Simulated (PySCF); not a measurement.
CH6Ti, SMILES [CH3][TiH3], multiplicity 1. Atoms are numbered in the order given.

```xyz
8

Ti     0.0000     0.0000     0.5257
C      0.0000     0.0000    -1.5108
H      0.8958    -0.5172    -1.8700
H      0.0000     1.0344    -1.8700
H     -0.8958    -0.5172    -1.8700
H      1.4102     0.8142     1.0368
H     -1.4102     0.8142     1.0368
H      0.0000    -1.6283     1.0368
```
Charge 0, spin multiplicity 1.

Geometry optimised at B3LYP-D3(BJ)/def2-TZVP. The geometry has at least one imaginary mode, so it is a saddle point at that level. The multiplicity is an assumed one; no other spin state was optimised. The structure was generated by enumeration; whether it is a known compound was not checked.

These are PySCF with PBE0/pcSseg-1 values and carry that method's errors.

GIAO shieldings, no solvent; atoms alike by connectivity are averaged. δ = σ(ref) − σ: ¹³C against TMS (σ = 186.3 ppm); ¹H against TMS (σ = 31.56 ppm), references at their B3LYP-D3(BJ)/def2-TZVP geometries, non-relativistic.

Q: Estimate the chemical shifts. (An estimate is asked for; the answer gives what the named calculation found.)

A: 
```csv
nucleus,atoms,count,δ (ppm)
¹³C,C2,1,112.5
¹H,"H6, H7, H8",3,11.02
¹H,"H3, H4, H5",3,3.42
```
